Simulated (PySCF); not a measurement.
# Technetium: a sound run and one with changed settings

Sound run: Tc²⁺ [Kr] 4d5, Tc³⁺ [Kr] 4d4. All numbers are calculated (PySCF 2.14, scalar relativity by spin-free X2C-1e, in x2c-SVPall (6s5p5d1f, 53 functions)). In the sound run the correlated levels freeze [Kr]. The sound run starts from symmetry-adapted Hartree-Fock orbitals and uses a fine grid where one is needed.

Changed run: all electrons correlated in a basis built for the valence shell.

```tsv
species	method	sound run (hartree)	changed run (hartree)	converged
Tc²⁺	MP2	-4281.96730	-4282.20625	yes
Tc³⁺	MP2	-4280.88925	-4281.12092	yes
```

Ionisation energy of Tc²⁺:

| method | sound run (eV) | changed run (eV) |
| --- | --- | --- |
| UHF | 28.810 | 28.810 |
| MP2 | 29.335 | 29.533 |
| SCS-MP2 | 28.985 | 29.236 |

A valence basis has no tight correlating functions, so it recovers only part of the core correlation, and not evenly between atom and ion.

For comparison, NIST gives 29.55 eV between the lowest levels.
